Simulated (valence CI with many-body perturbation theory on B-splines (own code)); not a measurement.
**Pt57+: calculated level list**

Calculated by valence CI with perturbative core correlation (CI+MBPT): three valence electrons over a frozen Dirac-Fock core [Ar], a basis of 7 s, 7 p, 8 d, 6 f, 4 g, 1 h functions for each j, with the one-electron correlation potential Σ1 (screened to all orders), the two-electron term Σ2, the three-electron term Σ3, Breit, model QED; selected single and double excitations, second order for the rest, scaled by the run's own slope (own B-spline code, finite nucleus).

No measured spectrum was set against this ion. As an estimate, large intervals hold to a few tenths of a per cent, small ones and those within an open d or f shell to about a per cent. The list stops below the first excitations out of the core. Only levels of the ground parity were solved; by the run's estimate the other parity begins above the list, which can be wrong where configurations are misplaced.

Levels 1 to 16 of 16, with energies above the lowest level, (3d3/2^3) J=3/2. "Leading %" is the weight of the configuration and term that name the level; weights of strongly mixed levels are sums over their largest components and can fall short, so below about 35 % the name and the second component can differ from the true leading terms, or belong to a minority configuration. In the jj column 3d3/2^4 stands for four electrons in 3d with j = 3/2.

| No. | Configuration | Term | J | E (cm⁻¹) | Leading % | Second component | Leading jj |
| --- | --- | --- | --- | --- | --- | --- | --- |
| 1 | 3d3 | 4F | 3/2 | 0 | 42 | 41 % 3d3 2D | 3d3/2^3 (99 %) |
| 2 | 3d3 | 4F | 5/2 | 693340 | 80 | 17 % 3d3 2D | 3d3/2^2 3d5/2 (99 %) |
| 3 | 3d3 | 4P | 3/2 | 746690 | 38 | 33 % 3d3 4F | 3d3/2^2 3d5/2 (99 %) |
| 4 | 3d3 | 2H | 9/2 | 777000 | 48 | 41 % 3d3 2G | 3d3/2^2 3d5/2 (100 %) |
| 5 | 3d3 | 2G | 7/2 | 780690 | 50 | 29 % 3d3 4F | 3d3/2^2 3d5/2 (98 %) |
| 6 | 3d3 | 4P | 1/2 | 793340 | 57 | 43 % 3d3 2P | 3d3/2^2 3d5/2 (100 %) |
| 7 | 3d3 | 2D | 5/2 | 1000200 | 47 | 29 % 3d3 4P | 3d3/2^2 3d5/2 (98 %) |
| 8 | 3d3 | 4F | 7/2 | 1460300 | 69 | 29 % 3d3 2G | 3d3/2 3d5/2^2 (99 %) |
| 9 | 3d3 | 4F | 9/2 | 1500600 | 49 | 40 % 3d3 2H | 3d3/2 3d5/2^2 (99 %) |
| 10 | 3d3 | 4P | 3/2 | 1547000 | 40 | 37 % 3d3 2D | 3d3/2 3d5/2^2 (100 %) |
| 11 | 3d3 | 2P | 1/2 | 1572500 | 57 | 43 % 3d3 4P | 3d3/2 3d5/2^2 (100 %) |
| 12 | 3d3 | 2H | 11/2 | 1581100 | 100 |  | 3d3/2 3d5/2^2 (100 %) |
| 13 | 3d3 | 4P | 5/2 | 1583100 | 41 | 39 % 3d3 2D | 3d3/2 3d5/2^2 (98 %) |
| 14 | 3d3 | 2F | 7/2 | 1663600 | 77 | 21 % 3d3 2G | 3d3/2 3d5/2^2 (99 %) |
| 15 | 3d3 | 2F | 5/2 | 1663700 | 45 | 39 % 3d3 2D | 3d3/2 3d5/2^2 (99 %) |
| 16 | 3d3 | 2D | 3/2 | 1843400 | 81 | 14 % 3d3 2P | 3d3/2 3d5/2^2 (98 %) |

The ionisation energy to 3d2 3F_2 of the next ion comes out as 5800.7 eV (NIST: 5800 ± 6 eV (theoretical)). All 16 levels together are meant to be complete up to 2008400 cm⁻¹.
